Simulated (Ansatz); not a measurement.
F4HSTa, SMILES [F][Ta]([F])([F])([F])[SH], multiplicity 1.

The structure is a stationary point at B3LYP-D3(BJ)/def2-SVP. The multiplicity is an assumed one; no other spin state was optimised. The structure was generated by enumeration; whether it is a known compound was not checked. The def2 effective core potentials stand for the cores of Ta; spin–orbit coupling is left out. One conformer was computed; it need not be the lowest.

Two levels are set side by side: PBE/def2-SVPD (Ansatz, a first-principles code) and CAM-B3LYP/def2-SVPD (Ansatz). Energy differences of separate SCF runs at the same geometry; the states with an electron removed or added have multiplicity 2 and 2. Differences are taken from unrounded values.

| quantity | CAM-B3LYP | PBE | PBE minus CAM-B3LYP |
|---|---|---|---|
| vertical ionisation energy (eV) | 11.04 | 10.84 | -0.20 |
| vertical electron affinity (eV) | 1.39 | 0.87 | -0.52 |
| vertical singlet–triplet gap (eV) | 4.10 | 4.37 | 0.27 |
